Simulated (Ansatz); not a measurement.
Reaction (formal exchange of groups at the Si–N bond): `[SiH3]NCS` + `C=C[SiH](F)OC` → `C=C[SiH](F)O[SiH3]` + `CNCS`

Calculated with Ansatz (gas phase, PBE0-D4/def2-TZVP geometries, no zero-point term in ΔE). CCSD(T)/CBS adds triple-zeta CCSD(T) − MP2 to the extrapolated MP2 energy (def2 sets, frozen cores). DFT in def2-TZVPP. One conformer a species, not always the lowest.

CCSD(T)/CBS gives -85.0 kJ/mol.

Another level gave -85.7 kJ/mol. Which?
A. HF/def2-TZVPP
B. r2SCAN/def2-TZVPP
C. MP2/def2-TZVPP
D. PBE/def2-TZVPP

C. MP2/def2-TZVPP -85.7, PBE -75.2, r2SCAN -80.7, HF/def2-TZVPP -93.3 kJ/mol.

Largest T1 diagnostic among the species: 0.012.

The D4 term adds +4.0 kJ/mol with B3LYP and +2.0 kJ/mol with PBE0; it sums over pairs of atoms, weighted by their polarisabilities, and B3LYP, whose exchange is more repulsive, gets the larger term. From PBE to PBE0 (25 % exact exchange), in def2-TZVPP and without D4, ΔE moves by −5.1 kJ/mol.

B3LYP here is the variant with VWN-RPA as its local correlation; programs differ in this.
